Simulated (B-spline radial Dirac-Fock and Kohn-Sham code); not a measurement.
Two-hole binding energies of Ir⁶⁴⁺

System: the Ir⁶⁴⁺ ion in the configuration [Ne] 3s2 3p1.

Model: relaxed Dirac-Fock hole states (ΔSCF) with Breit and QED corrections and a finite nucleus. Program: a radial atomic solver. U is the two-hole binding energy less the two single-hole energies, the effective repulsion of the holes after relaxation. Each two-hole energy is an average over J within one jj subconfiguration.

```csv
holes,E(a) (eV),E(b) (eV),E(ab) (eV),U (eV)
1s⁻²,81694.8,81694.8,164997.9,1608.3
1s⁻¹ 2p1/2⁻¹,81694.8,18160.8,?,?
1s⁻¹ 2p3/2⁻¹,81694.8,16502.7,98668.8,471.3
2s⁻²,18698.6,18698.6,37735.2,337.9
2s⁻¹ 2p1/2⁻¹,18698.6,18160.8,37189.5,330.1
2p1/2⁻²,18160.8,18160.8,36737.1,415.6
2s⁻¹ 2p3/2⁻¹,18698.6,16502.7,35512.7,311.3
2p1/2⁻¹ 2p3/2⁻¹,18160.8,16502.7,35027.4,363.9
2p3/2⁻²,16502.7,16502.7,33356.8,351.3
2p1/2⁻¹ 3s⁻¹,18160.8,7584.2,25926.4,181.5
2p3/2⁻¹ 3s⁻¹,16502.7,7584.2,24264.6,177.7
```

Q: Give the missing two-hole energy and U.

A: E(ab) = 100415.4 eV and U = 559.8 eV.

Values without a named source are computed, but for edge energies of neutral atoms, which are taken from tables.
